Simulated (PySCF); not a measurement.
B2FHN, CH5AlBN (calculated)

All values are calculated (PySCF 2.14.0). Calculation on a computer-drawn molecule: the log of a Hartree-Fock and frozen-core CCSD(T) single point meant for a local Hartree-Fock minimum, with one planted fault or none, to be diagnosed. Offsets are logged minus clean, where the clean run is the same molecule without the fault. The reference is restricted for singlets and unrestricted otherwise, and also for a bond in bohr or an excited solution. Adding or removing an electron swaps singlet and doublet. The excited solution moves the top pair (singlet) or top alpha electron (doublet) to the lowest empty orbital. Highest occupied and lowest empty are orbital energies over both spins, largest force is the largest gradient component, triples share is (T) over the correlation energy, the T1 limit is 0.02 restricted and 0.045 unrestricted, electrons count all cores, a negative frequency is imaginary (commonest isotopes), and the dipole is about the centre of nuclear charge.

Common to all runs: meant multiplicity 1; logged SCF converged yes; logged CC converged yes; logged SCF stable within its kind yes; possible faults no fault, one electron removed, one electron added, multiplicity raised by two, geometry at a saddle point, SCF held on an excited solution, minimal basis STO-3G, one bond length entered in bohr, all coordinates scaled.

(1) 
```xyz
5
formula=B2FHN meant_charge=1 meant_basis=cc-pVDZ logged_electrons=27 logged_basis_functions=61 logged_spin_squared=0.7745 logged_highest_occupied=-7.2047 logged_lowest_empty=1.699 logged_largest_force=0.092958 logged_T1_diagnostic=0.020002 logged_D1_diagnostic=0.069208 logged_triples_share=0.029877 logged_dipole_magnitude=0.030494 logged_energy_HF=-203.80881 logged_energy_CCSD(T)=-204.32544 planted_fault=one_electron_added HF_energy_offset_from_clean_run=-147.1 CCSD(T)_energy_offset_from_clean_run=-143.6
N     -3.0355    -0.2618     1.2581
B     -2.1562     0.1262     0.5264
B     -0.9553     0.6561    -0.4728
F     -0.0683     1.0476    -1.2105
H     -3.7600    -0.5814     1.8617
```

Units: logged_highest_occupied, logged_lowest_empty in eV; logged_largest_force in hartree/bohr; logged_dipole_magnitude in debye; logged_energy_HF, logged_energy_CCSD(T) in hartree; HF_energy_offset_from_clean_run, CCSD(T)_energy_offset_from_clean_run in kcal/mol.

Drawn bonds:
```
atom  other atom  order
   1           2      2
   2           3      1
   3           4      1
   1           5      1
```

(2) 
```xyz
5
formula=B2FHN meant_charge=1 meant_basis=cc-pVDZ logged_electrons=26 logged_basis_functions=21 logged_spin_squared=0 logged_highest_occupied=-16.671 logged_lowest_empty=-2.7598 logged_largest_force=0.049172 logged_T1_diagnostic=0.023944 logged_D1_diagnostic=0.065237 logged_triples_share=0.052994 logged_dipole_magnitude=0.92516 logged_energy_HF=-200.91117 logged_energy_CCSD(T)=-201.14303 planted_fault=minimal_basis_STO-3G HF_energy_offset_from_clean_run=1671 CCSD(T)_energy_offset_from_clean_run=1853
N     -3.0355    -0.2618     1.2581
B     -2.1562     0.1262     0.5264
B     -0.9553     0.6561    -0.4728
F     -0.0683     1.0476    -1.2105
H     -3.7600    -0.5814     1.8617
```

Units: logged_highest_occupied, logged_lowest_empty in eV; logged_largest_force in hartree/bohr; logged_dipole_magnitude in debye; logged_energy_HF, logged_energy_CCSD(T) in hartree; HF_energy_offset_from_clean_run, CCSD(T)_energy_offset_from_clean_run in kcal/mol.

Drawn bonds:
```
atom  other atom  order
   1           2      2
   2           3      1
   3           4      1
   1           5      1
```

Notes: T1 above single-reference limit.

(3) 
```xyz
9
formula=CH5AlBN meant_charge=0 meant_basis=cc-pV(D+d)Z logged_electrons=37 logged_basis_functions=90 logged_spin_squared=0.7655 logged_highest_occupied=0.39845 logged_lowest_empty=7.5536 logged_largest_force=0.026108 logged_T1_diagnostic=0.014791 logged_D1_diagnostic=0.040953 logged_triples_share=0.03242 logged_dipole_magnitude=6.7291 logged_energy_HF=-361.82085 logged_energy_CCSD(T)=-362.33985 planted_fault=one_electron_added HF_energy_offset_from_clean_run=19.65 CCSD(T)_energy_offset_from_clean_run=11.25
N     -3.1762    -1.9614    -0.2173
B     -2.1892    -2.0124    -0.9548
C     -0.8871    -2.0404    -1.7776
Al     0.6466    -1.5144    -0.6498
H     -4.0119    -1.9447     0.3017
H     -0.7347    -3.0509    -2.1711
H     -0.9844    -1.3519    -2.6236
H      1.0615     0.0068    -0.5523
H      1.4563    -2.6202     0.1359
```

Units: logged_highest_occupied, logged_lowest_empty in eV; logged_largest_force in hartree/bohr; logged_dipole_magnitude in debye; logged_energy_HF, logged_energy_CCSD(T) in hartree; HF_energy_offset_from_clean_run, CCSD(T)_energy_offset_from_clean_run in kcal/mol.

Drawn bonds:
```
atom  other atom  order
   1           2      2
   2           3      1
   3           4      1
   1           5      1
   3           6      1
   3           7      1
   4           8      1
   4           9      1
```

Notes: highest electron not bound in this basis.
